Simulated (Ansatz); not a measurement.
`C[CH2][Ga]([Cl])[Cl]` + `N#[C][Al]([F])[F]` → `N#[C][Ga]([Cl])[Cl]` + `C[CH2][Al]([F])[F]` at 298.15 K and 1 bar (redistribution).

Gas-phase electronic energies from Ansatz, PBE0-D4/def2-TZVP geometries. CCSD(T)/CBS is the MP2 limit (def2-TZVPP, def2-QZVPP) plus CCSD(T) − MP2 in def2-TZVPP, frozen cores. For Ga outer-core shells are correlated without core-valence functions, which leaves a few kJ/mol of doubt a bond. Scalar relativity is left out up to krypton. Each species was taken in one conformer, which may not be the lowest.

```json
{"species": "`C[CH2][Ga]([Cl])[Cl]`", "CCSD(T)/CBS energy (Eh)": "-2922.73620", "H − E (kJ/mol)": "200.6", "S (J/(mol·K))": "387.5"}
{"species": "`N#[C][Al]([F])[F]`", "CCSD(T)/CBS energy (Eh)": "-534.51064", "H − E (kJ/mol)": "52.5", "S (J/(mol·K))": "315.9"}
{"species": "`N#[C][Ga]([Cl])[Cl]`", "CCSD(T)/CBS energy (Eh)": "-2936.34762", "H − E (kJ/mol)": "47.5", "S (J/(mol·K))": "350.9"}
{"species": "`C[CH2][Al]([F])[F]`", "CCSD(T)/CBS energy (Eh)": "-520.88510", "H − E (kJ/mol)": "204.5", "S (J/(mol·K))": "353.7"}
```

H − E and S are ideal-gas, rigid-rotor, harmonic terms from PBE0-D4/def2-TZVP, for one conformer and one mirror image of each species. 1 Eh = 2625.50 kJ/mol, R = 8.31446 J/(mol·K).

By hand: ΔE, ΔH, ΔS and ΔG.

ΔE = (-2936.34762) + (-520.88510) − (-2922.73620) − (-534.51064) = 0.01412 Eh = 37.1 kJ/mol. Δ(H − E) = 47.5 + 204.5 − 200.6 − 52.5 = -1.1, so ΔH = 36.0 kJ/mol. ΔS = 350.9 + 353.7 − 387.5 − 315.9 = 1.2 J/(mol·K). ΔG = 36.0 − 298.15 × (1.2)/1000 = 35.6 kJ/mol.

By hand: the equilibrium constant, and the temperature at which ΔG would vanish if ΔH and ΔS stayed fixed.

log₁₀ K = −ΔG/(RT ln 10) = -6.2. ΔG = 0 at ΔH/ΔS = 30000 K, far beyond where these terms or the molecules hold.

The number of gas molecules stays the same, so ΔS is small and ΔH decides. A doubt of 5 kJ/mol in ΔE shifts log₁₀ K by 0.9 here. Other conformers and mirror images would add mixing entropy, several J/(mol·K) or more a flexible species. Modes under 60 cm⁻¹, often nearly free rotors, make the harmonic entropy too high. These are equilibria of isolated gas molecules and say nothing of rates. Largest T1 diagnostic: 0.014 (customary marks: 0.02 for closed shells, 0.045 for open ones).
